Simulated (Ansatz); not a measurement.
All numbers were calculated with Ansatz.

Al2Br2H4 (`[AlH2-]1[Br+][AlH2-][Br+]1`). Charge 0, multiplicity 1. The structure was optimised at the PBE0-D4/def2-TZVP level.

```xyz
8

Al   -0.349   -1.283   -1.046
Br    1.376   -0.926    0.677
Al    0.349    1.283    1.046
Br   -1.377    0.925   -0.676
H    -1.347   -2.373   -0.505
H     0.363   -1.251   -2.449
H    -0.362    1.252    2.449
H     1.347    2.372    0.503
```

What is the dipole moment at r2SCAN/def2-TZVPP? (Estimate.)

The calculation gave: 0.00 D, zero by symmetry or nearly so.

Give the Mulliken charges with r2SCAN, ωB97M-V, B3LYP in def2-TZVPP. (An estimate is asked.)

The calculation gave: 
| atom | r2SCAN | ωB97M-V | B3LYP |
| --- | --- | --- | --- |
| Al1 | 0.52 | 0.40 | 0.47 |
| Br2 | -0.19 | -0.17 | -0.19 |
| Al3 | 0.52 | 0.40 | 0.47 |
| Br4 | -0.19 | -0.17 | -0.19 |
| H5 | -0.17 | -0.11 | -0.14 |
| H6 | -0.17 | -0.11 | -0.14 |
| H7 | -0.17 | -0.11 | -0.14 |
| H8 | -0.17 | -0.11 | -0.14 |

B3LYP here is the variant with VWN-RPA as its local correlation; programs differ in this.
